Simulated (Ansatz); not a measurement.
`BN(B)CC` + `OC[AsH2]` → `B[AsH]CO` + `BNCC`  (ligand exchange at a B–N bond)

Calculated with Ansatz (gas phase, PBE0-D4/def2-TZVP geometries, no zero-point term in ΔE). CCSD(T)/CBS is the MP2 limit (def2-TZVPP, def2-QZVPP) plus CCSD(T) − MP2 in def2-TZVPP, frozen cores. Functionals use def2-TZVPP. B3LYP here is the variant with VWN-RPA as its local correlation; programs differ in this. For As outer-core shells are correlated without core-valence functions, which leaves a few kJ/mol of doubt a bond. Scalar relativity is left out up to krypton. One conformer a species, not always the lowest.

CCSD(T)/CBS gives +0.75 eV.

Problem. Another level gave +0.73 eV. Which?
A. revPBE/def2-TZVPP
B. B3LYP-D4/def2-TZVPP
C. PBE-D4/def2-TZVPP
D. PBE-QIDH/def2-TZVPP

Solution. D. PBE-QIDH 0.73, B3LYP-D4 0.80, PBE-D4 0.69, revPBE 0.64 eV.

Largest T1 diagnostic among the species: 0.013.

In def2-TZVPP, CCSD(T) changes the Hartree–Fock value by −0.07 eV (the triples alone add −0.00 eV) and MP2 by −0.07 eV. At CCSD(T), def2-SVP lies +0.09 eV from the extrapolated value and def2-TZVPP +0.01 eV.
